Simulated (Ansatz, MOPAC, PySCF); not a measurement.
Complex: CH4 (SMILES C) (first 5 atoms) with CH6Si (SMILES C[SiH3]); geometry from B3LYP-D3(BJ)/def2-TZVP, rigid monomers moved along the line of their centres of mass till C1···Si7 is 3.53 Å.
(charge 0, multiplicity 1):
```xyz
13

C     -0.08744     0.01240     0.32097
H     -0.33357    -0.40107    -0.65602
H      0.57248    -0.67456     0.84871
H      0.41208     0.97190     0.19234
H     -1.00193     0.15110     0.89595
C      0.57043     1.14073     3.58429
Si    -0.23272    -0.53933     3.80743
H      0.65760     1.39177     2.52640
H      1.57126     1.15316     4.01975
H     -0.01892     1.92016     4.07071
H     -1.59390    -0.55322     3.21888
H     -0.34666    -0.87413     5.24840
H      0.57034    -1.59720     3.14750
```

Interaction energies are E(AB) − E(A) − E(B) at the monomers' geometry in the complex; basis-set methods are counterpoise corrected.

Frozen-core correlation. The state that AM1 reach isn't checked.

The values were computed with Ansatz (Gaussian orbitals); MOPAC for AM1 (differences of heats of formation); PySCF for the dispersion terms. 

Task: Estimate the interaction energy that CCSD(T)/aug-cc-pV(D+d)Z returns for this input.

Result: 10 meV

Task: Estimate the interaction energy that AM1 returns for this input.

Result: 66 meV

Task: Give the interaction energy at the level PBE-D3(BJ)/def2-TZVPPD.

Result: -26 meV

Ansatz is a program for electronic structure.
